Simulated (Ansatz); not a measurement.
Cartesian coordinates in Å:
```
C -2.674 1.573 0.864
C -1.448 0.680 0.907
S -0.640 0.729 -0.707
C 0.807 -0.379 -0.508
C 0.368 -1.799 -0.184
C 1.489 -0.344 -1.871
C 1.755 0.147 0.560
H -3.381 1.236 0.103
H -2.400 2.606 0.635
H -3.184 1.563 1.831
H -0.755 1.027 1.677
H -1.738 -0.346 1.143
H -0.125 -1.858 0.788
H -0.321 -2.177 -0.942
H 1.240 -2.460 -0.149
H 2.377 -0.981 -1.855
H 1.800 0.670 -2.130
H 0.821 -0.709 -2.655
H 1.294 0.139 1.549
H 2.068 1.169 0.334
H 2.648 -0.485 0.610
```

Total charge 0; spin multiplicity 1.

Task: List the PBE/def2-TZVPP orbital energies in eV (Ansatz 0.2.0). (Estimate.)

Result: The calculation gave: Occupied: -2395.16, -269.99, -269.51, -268.77, -268.69, -268.67, -268.66, -208.09, -154.27, -154.16, -153.96, -20.82, -19.40, -17.04, -17.01, -16.90, -14.71, -12.98, -11.55, -11.17, -10.87, -10.86, -9.95, -9.64, -9.51, -9.11, -8.86, -8.45, -8.35, -8.15, -7.70, -7.04, -4.94. Lowest empty: 0.00, 0.32, 0.95, 1.30, 1.41, 1.71, 1.94, 2.21.
